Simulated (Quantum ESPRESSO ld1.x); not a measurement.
Task: Radial electron density D(r) = 4 pi r^2 rho(r) of an atom or ion with 11 electrons. Method: scalar-relativistic Kohn-Sham, LDA (Slater exchange, VWN5 correlation), spin-polarised, spherical densities, point nucleus; computed with ld1.x of Quantum ESPRESSO 7.5.

```
   r/bohr * D(r) (the largest magnitude, 65.4, reaches the edge; | marks zero)
  0.00188 |  *
 0.002102 |   *
 0.002333 |   *
 0.002609 |    *
 0.002919 |     *
 0.003239 |      *
 0.003622 |        *
 0.004019 |         *
 0.004496 |           *
 0.005028 |             *
  0.00558 |               *
 0.006241 |                  *
  0.00698 |                     *
 0.007746 |                       *
 0.008663 |                           *
 0.009613 |                              *
  0.01075 |                                 *
  0.01203 |                                     *
  0.01334 |                                        *
  0.01493 |                                           *
  0.01656 |                                             *
  0.01852 |                                               *
  0.02072 |                                                *
  0.02299 |                                                *
  0.02572 |                                               *
  0.02876 |                                             *
  0.03192 |                                           *
   0.0357 |                                         *
  0.03961 |                                       *
  0.04431 |                                      *
  0.04956 |                                      *
  0.05499 |                                       *
   0.0615 |                                          *
  0.06879 |                                              *
  0.07633 |                                                 *
  0.08538 |                                                    *
  0.09474 |                                                      *
    0.106 |                                                     *
   0.1185 |                                                  *
   0.1315 |                                            *
   0.1471 |                                    *
   0.1632 |                            *
   0.1826 |                    *
   0.2042 |             *
   0.2266 |         *
   0.2534 |      *
   0.2835 |    *
   0.3145 |   *
   0.3518 |  *
   0.3904 |  *
   0.4366 | *
   0.4884 |*
   0.5419 *
   0.6061 *
    0.678 *
   0.7523 *
   0.8414 *
   0.9337 *
```

What is the nuclear charge?

Result: Z = 46. The innermost maximum, from 1s, lies near gamma/Z bohr with gamma = sqrt(1 - (Z/c)^2) = 0.942, here 0.0205 bohr (found: 0.0219), and its height grows with Z. The density is that of the palladium ion Pd35+ in [Ne] 3s1; the configuration itself is not fixed sharply by these data, and Z only to a few units. D(r) has 2 maxima, at r = 0.0219, 0.0978 bohr, and minima at 0.0469 bohr, inside which lie 2.08 electrons.
